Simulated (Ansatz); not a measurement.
`BB(F)OC` + disilane → `B[SiH2][SiH3]` + `COBF` at 600 K and 1 bar (formal exchange of groups at a B–B bond).

Isolated molecules relaxed with PBE0-D4/def2-TZVP in Ansatz; ΔE leaves out vibrations. CBS: MP2 limit from def2 TZ/QZ plus the TZ coupled-cluster correction, frozen cores. Each species was taken in one conformer, which may not be the lowest.

```json
{"species": "`BB(F)OC`", "CCSD(T)/CBS energy (Eh)": "-265.67389", "H − E (kJ/mol)": "239.7", "S (J/(mol·K))": "420.2"}
{"species": "`[SiH3][SiH3]`", "CCSD(T)/CBS energy (Eh)": "-581.74359", "H − E (kJ/mol)": "174.5", "S (J/(mol·K))": "343.9"}
{"species": "`B[SiH2][SiH3]`", "CCSD(T)/CBS energy (Eh)": "-607.10947", "H − E (kJ/mol)": "221.6", "S (J/(mol·K))": "424.2"}
{"species": "`COBF`", "CCSD(T)/CBS energy (Eh)": "-240.31409", "H − E (kJ/mol)": "196.0", "S (J/(mol·K))": "352.1"}
```

H − E and S are ideal-gas, rigid-rotor, harmonic terms from PBE0-D4/def2-TZVP, for one conformer and one mirror image of each species. 1 Eh = 2625.50 kJ/mol, R = 8.31446 J/(mol·K).

Question: By hand: ΔE, ΔH, ΔS and ΔG.

Answer: ΔE = (-607.10947) + (-240.31409) − (-265.67389) − (-581.74359) = -0.00608 Eh = -16.0 kJ/mol. Δ(H − E) = 221.6 + 196.0 − 239.7 − 174.5 = 3.4, so ΔH = -12.6 kJ/mol. ΔS = 424.2 + 352.1 − 420.2 − 343.9 = 12.2 J/(mol·K). ΔG = -12.6 − 600 × (12.2)/1000 = -19.9 kJ/mol.

Question: By hand: the equilibrium constant, and the temperature at which ΔG would vanish if ΔH and ΔS stayed fixed.

Answer: log₁₀ K = −ΔG/(RT ln 10) = 1.7. ΔH and −TΔS have one sign here, so there is no such temperature.

TΔS isn't small against ΔH here. A doubt of 5 kJ/mol in ΔE shifts log₁₀ K by 0.4 here. Other conformers and mirror images would add mixing entropy, several J/(mol·K) or more a flexible species. Modes under 60 cm⁻¹, often nearly free rotors, make the harmonic entropy too high. These are equilibria of isolated gas molecules and say nothing of rates. Largest T1 diagnostic: 0.014 (customary marks: 0.02 for closed shells, 0.045 for open ones).

ΔS is within the doubt of such terms, so its sign, and with it that verdict, could turn.
